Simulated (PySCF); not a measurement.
C$_{6}$H$_{14}$N (SMILES [CH2]C(C)NC(C)C), doublet, at a GFN2-xTB geometry. Base run: DF-HF/6-31G (PySCF).

Here is a job for PySCF.
```python
from pyscf import gto, scf

mol = gto.Mole()
mol.atom = '''
    C     1.250736   -0.220294    1.318195
    C     1.068109    0.484016    0.035108
    C     2.384875    0.573556   -0.750959
    N     0.102081   -0.186143   -0.855251
    C    -1.288245   -0.302835   -0.447748
    C    -1.537819   -1.345940    0.648742
    C    -1.864522    1.051466   -0.042836
    H     0.936532    0.205463    2.251343
    H     1.641583   -1.221076    1.322265
    H     0.696532    1.497782    0.204819
    H     2.801302   -0.419792   -0.902763
    H     2.200252    1.028075   -1.720441
    H     3.107064    1.173197   -0.203626
    H     0.458413   -1.106621   -1.094411
    H    -1.813696   -0.636515   -1.355286
    H    -1.200729   -2.329513    0.325291
    H    -0.986575   -1.071498    1.547381
    H    -2.597779   -1.404403    0.884343
    H    -1.596755    1.805369   -0.778283
    H    -1.491184    1.355856    0.931654
    H    -2.948330    0.986863    0.011468
'''
mol.basis = '6-31g'
mol.charge = 0
mol.spin = 1
mol.verbose = 4
mol.build()

mf = scf.UHF(mol)
mf = mf.density_fit(auxbasis='def2-universal-jkfit')
mf.kernel()
```

Variants of this job, named by their change:

```json
[
 {"change": "base", "ΔE vs base (mEh)": "0.000", "SCF cycles": "13", "<S^2>": "0.764"},
 {"change": "conv_tol = 1e-11", "ΔE vs base (mEh)": "0.000", "SCF cycles": "16", "<S^2>": "0.764"},
 {"change": "conv_tol = 1e-6", "ΔE vs base (mEh)": "0.000", "SCF cycles": "9", "<S^2>": "0.764"},
 {"change": "DIIS = EDIIS", "ΔE vs base (mEh)": "0.000", "SCF cycles": "50", "<S^2>": "0.764"},
 {"change": "diis_space = 2", "ΔE vs base (mEh)": "0.000", "SCF cycles": "19", "<S^2>": "0.764"},
 {"change": "init_guess = sap", "ΔE vs base (mEh)": "0.000", "SCF cycles": "15", "<S^2>": "0.764"},
 {"change": "init_guess = atom", "ΔE vs base (mEh)": "0.000", "SCF cycles": "13", "<S^2>": "0.764"},
 {"change": "level_shift = 0.5 (with mf.max_cycle = 100)", "ΔE vs base (mEh)": "0.000", "SCF cycles": "18", "<S^2>": "0.764"},
 {"change": "level_shift = 0.3 (with mf.max_cycle = 100)", "ΔE vs base (mEh)": "0.000", "SCF cycles": "16", "<S^2>": "0.764"},
 {"change": "conv_tol_grad = 1e-7", "ΔE vs base (mEh)": "0.000", "SCF cycles": "18", "<S^2>": "0.764"},
 {"change": "conv_tol = 1e-4", "ΔE vs base (mEh)": "0.004", "SCF cycles": "6", "<S^2>": "0.763"},
 {"change": "level_shift = 1.0 (with mf.max_cycle = 100)", "ΔE vs base (mEh)": "0.000", "SCF cycles": "26", "<S^2>": "0.764"},
 {"change": "init_guess = huckel", "ΔE vs base (mEh)": "0.000", "SCF cycles": "13", "<S^2>": "0.764"}
]
```

Open shells are given as the SCF converged; they aren't shown to be the lowest states, and a large step between rows can be another state.
